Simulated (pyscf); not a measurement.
Optimised with ωB97X-D3(BJ)/def2-SVP in PySCF.

**Question.** For the elementary gas-phase step `[SiH2]=[Si]([SiH3])[SiH]([SiH3])[SiH3]` + `[GeH4]` → `[SiH3][SiH]([SiH3])[Si]([SiH3])([SiH3])[GeH3]` (singlet surface; H–Si, Ge–H broken, Ge–Si, H–Si, H–Si formed), what barrier and reaction energy does ωB97M-D3(BJ)/def2-TZVP give, measured from the separated reactants?

**Answer.** ΔE‡ = 13.1 kcal/mol, ΔE = -50.8 kcal/mol. Zero-point energy shifts the barrier by +1.3 kcal/mol. It is a multi-bond step, with an imaginary mode of 325i cm⁻¹. On the reactant side the descent ends in an adduct with a Si–Si, H–Si contact (not fully relaxed), 5.0 kcal/mol under the separated species and 13.9 kcal/mol under the saddle at ωB97X-D3(BJ)/def2-TZVP. What is counted as formed (H–Si) is already present as a longer contact in the reactant adduct; forming that adduct is a step of its own. At the saddle there is also a short Ge–Si contact that neither side keeps. At ωB97X-D3(BJ) the barrier from the zero used here is 8.9 kcal/mol. H₂Si=Si(SiH₃)–SiH(SiH₃)–SiH₃ lies 29.0 kcal/mol over its isomer cyclic H₁₂Si₆ (SMILES [SiH3][SiH2][SiH]1[SiH2][SiH2][SiH2]1), and others may lie lower still (electronic energy, ωB97M-D3(BJ)). H₃Si–SiH(SiH₃)–Si(SiH₃)(SiH₃)–GeH₃ lies 10.1 kcal/mol over its isomer H₃Si–SiH(SiH₃)–Ge(SiH₃)(SiH₃)–SiH₃, and others may lie lower still (electronic energy, ωB97M-D3(BJ)). One saddle was located; it need not be the lowest between these sides. Elements up to Kr have no core potential and no relativistic terms here.
